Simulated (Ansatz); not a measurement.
Isolated molecules relaxed with PBE0-D4/def2-TZVP in Ansatz; ΔE leaves out vibrations. CBS: MP2 limit from def2 TZ/QZ plus the TZ coupled-cluster correction, frozen cores. This one scheme is used for every species. Functionals use def2-TZVPP. For Ga outer-core shells are correlated without core-valence functions, which leaves a few kJ/mol of doubt a bond. Scalar relativity is left out up to krypton. Each species was taken in one conformer, which may not be the lowest.

Reaction (formal exchange of groups at a Ga–F bond): `[NH2][Ga]([F])[SH]` + CH₄ → `[CH3][Ga]([NH2])[SH]` + H–F

```csv
level,ΔE (kJ/mol),difference from CCSD(T)/CBS
PBE-D4,94.7,5.3
r2SCAN-D4,105.4,16.0
PBE0-D4,93.5,4.1
ωB97X-V,104.6,15.2
PBE,98.9,9.5
MP2/def2-TZVPP,94.0,4.6
CCSD(T)/def2-TZVPP,95.9,6.5
MP2/def2-QZVPP,90.7,1.3
SCS-MP2/def2-QZVPP,98.8,9.4
MP2/CBS(def2),87.4,-2.0
CCSD(T)/CBS,89.4,0
```

Largest T1 diagnostic among the species: 0.013.

The D4 term adds −6.6 kJ/mol with B3LYP and −3.8 kJ/mol with PBE0; it sums over pairs of atoms, weighted by their polarisabilities, and B3LYP, whose exchange is more repulsive, gets the larger term. In def2-TZVPP, CCSD(T) changes the Hartree–Fock value by −25.6 kJ/mol (the triples alone add −2.2 kJ/mol) and MP2 by −27.6 kJ/mol.

B3LYP here is the variant with VWN-RPA as its local correlation; programs differ in this.
